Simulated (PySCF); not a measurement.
**Telling isomers of C₄H₆BN apart by NMR**

PySCF 2.14.0 with density-fitted response routines calculation with geometry from PBE0-D3(BJ)/def2-SVP, couplings computed with B3LYP/pcJ-1 (spin–dipole term left out of most H,H and C,H couplings) and shielding tensors at PBE0/pcSseg-1 (GIAO); a single conformation, no solvent, no relativistic terms, rapidly exchanging positions averaged.

References, each an isolated molecule treated in the same way: ¹H (σ = 31.27 ppm), ¹³C (σ = 184.41 ppm) against TMS. Multiplet labels drop J under 1 Hz and among equivalent protons, and merge close values. Unscaled 3J(H,H) run several per cent high. Couplings to H on boron are left out. Carbons bonded to boron are broad in practice. Shifts are as computed. Against solution values, carbons near 30 ppm lie about +2 ppm off and those near 130 ppm about +5 ppm. Of 1313 compounds with measured shifts, 239 miss one by over three times the rms of a fit or turn the order of signals round; such compounds aren't used in these exercises. OH and NH positions are gas-phase values without hydrogen bonding to other molecules.

(1) Tabulate the signals of `[BH3-][N+]#CCC#C`, `B1C=CC=CN1` and their relative energies.

(2) What is the quickest way to tell [BH3-][N+]#CCC#C from B1C=CC=CN1?

Answers

(1) 
| SMILES | carbon types | δC | δH | E rel. (kcal/mol) |
| --- | --- | --- | --- | --- |
| [BH3-][N+]#CCC#C | 2×C 1×CH 1×CH2 | 110.5, 81.8, 70.6, 10.4 | 3.43 (qd, 2H), 2.31 (t, 1H), 2.17 (br, 3H) | 100.7 |
| B1C=CC=CN1 | 4×CH | 150.7, 139.1, 139.0, 117.0 | 7.90 (br s, 1H), 7.84 (ddt, 1H), 7.36 (ddd, 1H), 7.25 (dd, 1H), 6.50 (td, 1H), 5.36 (br, 1H) | 0.0 |

Energies are electronic energies at PBE0/pcSseg-1 on these geometries, without zero-point or thermal terms, each for the one conformer computed, which needn't be the lowest.

(2) Both give the same number of carbon signals, but DEPT or the intensities differ. The first has a nitrilium-type carbon (C) at 110.5 ppm, the second an alkene CH at 150.7 ppm. In the proton spectra the most deshielded non-exchanging signals are 3.43 (qd, J = 6.0, 4.3 Hz, 2H) and 7.84 (ddt, J = 12.1, 7.6, 1.2 Hz, 1H).
